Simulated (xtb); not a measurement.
xtb input (GFN2-xTB):

```bash
xtb mol.xyz --gfn 2 --ohess tight --chrg -1 --uhf 0
```
mol.xyz:
```
15

Si    -0.47474826    -0.06878728    -0.50138453
C     -1.51704385     1.46819537    -0.89677817
C     -1.10315104    -0.95428367     0.99330358
N      1.11601194     0.49107772    -0.22986805
Si     2.55444569    -0.36129415     0.22210490
H     -0.49137714    -0.95421480    -1.65666487
H     -2.52552419     1.24319547    -1.21358278
H     -1.06388064     2.01366592    -1.78912252
H     -1.55028137     2.21247062    -0.05835351
H     -2.10601218    -1.28902447     0.82487085
H     -0.51886617    -1.74639660     1.25438196
H     -1.15584548    -0.24323393     1.84813247
H      3.07775203    -1.17995298    -0.82617974
H      3.51465705     0.66955558     0.68661518
H      2.17534227    -1.23346581     1.32905234
```

Output:

```
           -------------------------------------------------
          |                Calculation Setup                |
           -------------------------------------------------

           -------------------------------------------------
          |                 G F N 2 - x T B                 |
           -------------------------------------------------

        Reference                      10.1021/acs.jctc.8b01176
      * Hamiltonian:
        H0-scaling (s, p, d)           1.850000    2.230000    2.230000
        zeta-weighting                 0.500000
      * Dispersion:
        s8                             2.700000
        a1                             0.520000
        a2                             5.000000
        s9                             5.000000
      * Repulsion:
        kExp                           1.500000    1.000000
        rExp                           1.000000
      * Coulomb:
        alpha                          2.000000
        third order                    shell-resolved
        anisotropic                    true
        a3                             3.000000
        a5                             4.000000
        cn-shift                       1.200000
        cn-exp                         4.000000
        max-rad                        5.000000

          ...................................................
          :                      SETUP                      :
          :.................................................:
          :  # basis functions                  42          :
          :  # atomic orbitals                  40          :
          :  # shells                           22          :
          :  # electrons                        32          :
          :  max. iterations                   250          :
          :  Hamiltonian                  GFN2-xTB          :
          :  restarted?                      false          :
          :  GBSA solvation                  false          :
          :  PC potential                    false          :
          :  electronic temp.          300.0000000     K    :
          :  accuracy                    1.0000000          :
          :  -> integral cutoff          0.2500000E+02      :
          :  -> integral neglect         0.1000000E-07      :
          :  -> SCF convergence          0.1000000E-05 Eh   :
          :  -> wf. convergence          0.1000000E-03 e    :
          :  Broyden damping             0.4000000          :
          :  net charge                         -1          :
          :  unpaired electrons                  0          :
          ...................................................

 iter      E             dE          RMSdq      gap      omega  full diag
   1    -16.0340064 -0.160340E+02  0.558E+00    4.91       0.0  T
   2    -16.1482422 -0.114236E+00  0.504E+00    3.40       1.0  T
   3    -16.1686500 -0.204078E-01  0.324E+00    4.06       1.0  T
   4    -16.1634944  0.515560E-02  0.161E+00    3.88       1.0  T
   5    -16.1703485 -0.685408E-02  0.731E-01    4.15       1.0  T
   6    -16.1704477 -0.991986E-04  0.459E-01    4.16       1.0  T
[...]

           -------------------------------------------------
          |               Frequency Printout                |
           -------------------------------------------------
 projected vibrational frequencies (cm⁻¹)
eigval :       -0.00    -0.00    -0.00    -0.00     0.00     0.00
eigval :       28.74    77.30    92.73    94.72   110.34   179.20
eigval :      229.83   247.52   561.59   586.78   635.68   672.62
eigval :      678.37   707.69   736.33   785.00   815.48   828.06
eigval :      834.37   841.99   869.50   916.59  1285.23  1368.01
eigval :     1369.82  1525.85  1529.21  1535.91  1541.16  1837.86
eigval :     1852.96  1904.10  1991.76  2983.70  2992.81  3009.45
Molecule has no symmetry elements
It seems to be the C1 point group
eigval :     3019.83  3025.20  3033.13
 reduced masses (amu)
   1: 13.21   2: 19.69   3: 19.29   4: 16.45   5: 14.72   6: 19.91   7:  4.94   8: 10.89
   9:  6.24  10:  6.07  11:  4.33  12: 10.56  13: 14.77  14: 16.67  15:  4.45  16:  7.00
  17:  9.97  18:  1.86  19:  3.49  20: 13.05  21: 11.55  22:  4.26  23:  5.40  24:  3.66
  25:  4.68  26:  4.80  27:  3.37  28: 10.31  29: 16.94  30:  3.17  31:  3.22  32:  1.64
  33:  1.63  34:  1.63  35:  1.63  36:  1.79  37:  1.90  38:  1.87  39:  1.50  40:  1.82
  41:  1.79  42:  1.93  43:  1.43  44:  1.93  45:  1.43
 IR intensities (km·mol⁻¹)
   1:  0.51   2:  9.47   3:  7.89   4:  3.62   5:  3.81   6:  5.36   7:  0.89   8:  0.53
   9:  1.00  10:  0.54  11:  0.57  12:  0.36  13: 12.72  14: 19.20  15:110.05  16: 89.11
  17: 39.90  18: 58.83  19:163.76  20: 47.39  21: 17.36  22: 20.63  23: 60.15  24:161.38
  25:339.74  26:653.39  27:150.75  28:285.87  29:827.30  30:  2.17  31:  3.39  32:  1.77
  33:  5.30  34:  0.02  35:  7.30  36:215.63  37:******  38:770.81  39:468.07  40: 37.96
  41:219.00  42: 86.95  43: 43.22  44:139.94  45: 53.75
 Raman intensities (Ä⁴*amu⁻¹)
   1:  0.00   2:  0.00   3:  0.00   4:  0.00   5:  0.00   6:  0.00   7:  0.00   8:  0.00
   9:  0.00  10:  0.00  11:  0.00  12:  0.00  13:  0.00  14:  0.00  15:  0.00  16:  0.00
  17:  0.00  18:  0.00  19:  0.00  20:  0.00  21:  0.00  22:  0.00  23:  0.00  24:  0.00
  25:  0.00  26:  0.00  27:  0.00  28:  0.00  29:  0.00  30:  0.00  31:  0.00  32:  0.00
  33:  0.00  34:  0.00  35:  0.00  36:  0.00  37:  0.00  38:  0.00  39:  0.00  40:  0.00
  41:  0.00  42:  0.00  43:  0.00  44:  0.00  45:  0.00
 output can be read by thermo (or use thermo option).
 writing <g98.out> molden fake output.
 recommended (thermochemical) frequency scaling factor: 1.0
           -------------------------------------------------
          |             Thermodynamic Functions             |
           -------------------------------------------------

c1  symmetry found (for desy threshold:  0.10E+00) used in thermo

          ...................................................
          :                      SETUP                      :
          :.................................................:
          :  # frequencies                          39      :
          :  # imaginary freq.                       0      :
          :  linear?                             false      :
          :  only rotor calc.                    false      :
          :  symmetry                               c1      :
          :  rotational number                       1      :
          :  scaling factor                  1.0000000      :
          :  rotor cutoff                   50.0000000 cm⁻¹ :
          :  imag. cutoff                  -20.0000000 cm⁻¹ :
          :.................................................:

    mode    ω/cm⁻¹     T·S(HO)/kcal·mol⁻¹    T·S(FR)/kcal·mol⁻¹   T·S(vib)
   ------------------------------------------------------------------------
       1     28.74    -1.76348 (  9.84%)    -1.21997 ( 90.16%)    -1.27344
       2     77.30    -1.18014 ( 85.11%)    -0.92723 ( 14.89%)    -1.14247
       3     92.73    -1.07380 ( 92.21%)    -0.87335 (  7.79%)    -1.05818
       4     94.72    -1.06145 ( 92.80%)    -0.86708 (  7.20%)    -1.04745
       5    110.34    -0.97282 ( 95.95%)    -0.82188 (  4.05%)    -0.96671
       6    179.20    -0.69668 ( 99.40%)    -0.67829 (  0.60%)    -0.69657
       7    229.83    -0.56059 ( 99.78%)    -0.60460 (  0.22%)    -0.56069
       8    247.52    -0.52121 ( 99.83%)    -0.58264 (  0.17%)    -0.52131
   ------------------------------------------------------------------------

   temp. (K)  partition function   enthalpy   heat capacity  entropy
                                   cal/mol     cal/K/mol   cal/K/mol   J/K/mol
 298.15  VIB  0.263E+04             4353.310     25.299     28.361
         ROT  0.262E+06              888.752      2.981     27.773
         INT  0.689E+09             5242.062     28.280     56.135
         TR   0.103E+28             1481.254      4.968     39.825
Note: The following floating-point exceptions are signalling: IEEE_UNDERFLOW_FLAG IEEE_DENORMAL
normal termination of xtb
         TOT                        6723.3161    33.2479    95.9596   401.4951

       T/K    H(0)-H(T)+PV         H(T)/Eh          T*S/Eh         G(T)/Eh
   ------------------------------------------------------------------------
    298.15    0.107143E-01    0.118555E+00    0.455935E-01    0.729611E-01
   ------------------------------------------------------------------------

         :::::::::::::::::::::::::::::::::::::::::::::::::::::
         ::                  THERMODYNAMIC                  ::
         :::::::::::::::::::::::::::::::::::::::::::::::::::::
         :: total free energy         -15.914505313561 Eh   ::
         ::.................................................::
         :: total energy              -15.987466425600 Eh   ::
         :: zero point energy           0.107840348085 Eh   ::
         :: G(RRHO) w/o ZPVE           -0.034879236045 Eh   ::
         :: G(RRHO) contrib.            0.072961112040 Eh   ::
         :::::::::::::::::::::::::::::::::::::::::::::::::::::

optimized geometry written to: xtbopt.xyz

           -------------------------------------------------
          | TOTAL ENERGY              -15.987466425600 Eh   |
          | TOTAL ENTHALPY            -15.868911791325 Eh   |
          | TOTAL FREE ENERGY         -15.914505313561 Eh   |
          | GRADIENT NORM               0.000174533748 Eh/α |
          | HOMO-LUMO GAP               5.080132507860 eV   |
           -------------------------------------------------

------------------------------------------------------------------------
------------------------------------------------------------------------
 total:
 SCF:
 ANC optimizer:
 analytical hessian:
```

It need not be the lowest isomer of its formula. Whether it binds its extra electron was not tested at this geometry.
